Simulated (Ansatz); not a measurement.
Two isomers of C2H10Si2: A = `C[SiH](C)[SiH3]`, B = `CC[SiH2][SiH3]`.

Gas-phase electronic energies from Ansatz, PBE0-D4/def2-TZVP geometries. CBS: MP2 limit from def2 TZ/QZ plus the TZ coupled-cluster correction, frozen cores. Functionals use def2-TZVPP. B3LYP here is the variant with VWN-RPA as its local correlation; programs differ in this. Each species was taken in one conformer, which may not be the lowest.

Problem. Which is lower in electronic energy at CCSD(T)/CBS, and by how much? (Best estimate.)

Solution. The calculation gave: A, by 12.1 kcal/mol.

Problem. Give E(B) − E(A) in kcal/mol with ωB97M-V, CCSD(T)/def2-SVP, B3LYP-D4, PBE-D4, CCSD(T)/def2-TZVPP, MP2/def2-TZVPP, r2SCAN-D4. (Estimate.)

Solution. Computed: ωB97M-V 12.5, CCSD(T)/def2-SVP 8.6, B3LYP-D4 12.1, PBE-D4 12.2, CCSD(T)/def2-TZVPP 11.8, MP2/def2-TZVPP 12.4, r2SCAN-D4 13.0. None reverses the order clearly.

Problem. Does the order hold for the free energy at 298.15 K (harmonic terms from PBE0-D4)? (Estimate.)

Solution. The calculation gave: Yes: G(B) − G(A) = +12.2 kcal/mol, for one conformer each. Modes under 60 cm⁻¹, often nearly free rotors, make the harmonic entropy too high.

Largest T1 diagnostic: 0.011.

At CCSD(T), def2-SVP lies −3.5 kcal/mol from the extrapolated value and def2-TZVPP −0.4 kcal/mol. Leaving LDA and LC-ωPBE aside and taking each functional with its dispersion term where it has one, the values, not all of them listed here, spread over 1.2 kcal/mol, from ωB97X-V to r2SCAN-D4.
